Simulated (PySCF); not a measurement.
# CuH + F₂ → CuF + HF

Level: PBE in the def2-TZVP basis family, all electrons, no relativity, computed in PySCF with density fitting; open shells unrestricted.

```json
{"species": "CuH", "state and structure": "singlet, C∞v, Cu–H 1.477 Å", "E (Eh)": "-1640.84492", "ZPE (kJ/mol)": "11.3", "H(298 K) − H(0) (kJ/mol)": "8.7", "S° (J/(mol K))": "196.3"}
{"species": "F₂", "state and structure": "singlet, D∞h, F–F 1.413 Å", "E (Eh)": "-199.42304", "ZPE (kJ/mol)": "6.0", "H(298 K) − H(0) (kJ/mol)": "8.8", "S° (J/(mol K))": "202.5"}
{"species": "CuF", "state and structure": "singlet, C∞v, Cu–F 1.762 Å", "E (Eh)": "-1740.06927", "ZPE (kJ/mol)": "3.5", "H(298 K) − H(0) (kJ/mol)": "9.1", "S° (J/(mol K))": "226.6"}
{"species": "HF", "state and structure": "singlet, C∞v, H–F 0.932 Å", "E (Eh)": "-100.39132", "ZPE (kJ/mol)": "23.8", "H(298 K) − H(0) (kJ/mol)": "8.7", "S° (J/(mol K))": "173.9"}
```

**Question.** What is the electronic reaction energy?

**Answer.** At PBE/def2-TZVP, ΔE = -505.7 kJ/mol from the differences of the total energies times 2625.5, downhill. 

**Question.** Add zero-point, thermal and entropy terms for 298.15 K and 1 bar.

**Answer.** ΔZPE = 10.0 and Δ[H(298) − H(0)] = 0.3 kJ/mol give ΔH° = -495.4 kJ/mol. ΔS° = 1.7 J/(mol K), so ΔG° = -495.4 − 298.15 × (0.0017) = -496 kJ/mol.

Only the bonding shown was studied: isomers, or loss of a ligand pair, can lie lower.
